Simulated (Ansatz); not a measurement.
Consider the formal loss of a carbene: `CCB(O)O` → `[CH2]` (triplet) + `CB(O)O`.

Isolated molecules relaxed with PBE0-D4/def2-TZVP in Ansatz; ΔE leaves out vibrations. CBS: MP2 limit from def2 TZ/QZ plus the TZ coupled-cluster correction, frozen cores. This one scheme is used for every species. DFT in def2-TZVPP. Triplets are unrestricted, without spin–orbit coupling. Each species was taken in one conformer, which may not be the lowest.

```csv
level,ΔE (kcal/mol)
r2SCANh,98.4
MP2/CBS(def2),107.5
```

What does CCSD(T)/CBS give? (Best estimate.)

The calculation gave: +104.7 kcal/mol. The listed levels differ from it by -6.3, 2.8 kcal/mol.

What do rigid-rotor, harmonic-oscillator terms from PBE0-D4/def2-TZVP frequencies (298.15 K, 1 bar) make of the CCSD(T)/CBS value? (Estimate.)

Computed: ΔZPE = -7.6 kcal/mol, ΔH = +98.9 kcal/mol, ΔS = 172 J/(mol·K), ΔG = +86.6 kcal/mol. Open shells count their whole term as degenerate. Modes under 50 cm⁻¹ make the entropy rough.

Largest T1 diagnostic among the species: 0.012.

Leaving LDA and LC-ωPBE aside and taking each functional with its dispersion term where it has one, the values, not all of them listed here, spread over 8.9 kcal/mol, from r2SCAN0-D4 to ωB97X-V. LDA lies +18.2 kcal/mol from PBE without D4. In def2-TZVPP, CCSD(T) changes the Hartree–Fock value by +32.7 kcal/mol (the triples alone add +2.6 kcal/mol) and MP2 by +35.6 kcal/mol. The D4 term adds +2.4 kcal/mol with B3LYP and +1.3 kcal/mol with PBE0; it sums over pairs of atoms, weighted by their polarisabilities, and B3LYP, whose exchange is more repulsive, gets the larger term.

B3LYP here is the variant with VWN-RPA as its local correlation; programs differ in this.
